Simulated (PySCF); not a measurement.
SrCl₂, SMILES [Cl][Sr][Cl]. Atoms are numbered in the order given.

```xyz
3

Sr     0.0000     0.0000     0.3808
Cl     0.0000     2.4729    -0.4256
Cl     0.0000    -2.4729    -0.4256
```

Coordinates come from a PBE0-D3(BJ)/def2-TZVP optimisation. The isomer is the one that the SMILES or the coordinates give; other isomers of the formula were not compared. The def2 effective core potentials stand for the cores of Sr; spin–orbit coupling is left out.

These are PBE0-D3(BJ)/def2-TZVP (PySCF 2.14.0) values and carry that method's errors.

Frequencies are harmonic and unscaled.

| mode | ν (cm⁻¹) | IR (km/mol) | moving atoms (share of kinetic energy) |
|---|---|---|---|
| 1 | 38 | 31.1 | Cl 64 %, Sr 36 % |
| 2 | 276 | 11.9 | Cl 91 %, Sr 9 % |
| 3 | 316 | 146.9 | Cl 58 %, Sr 42 % |
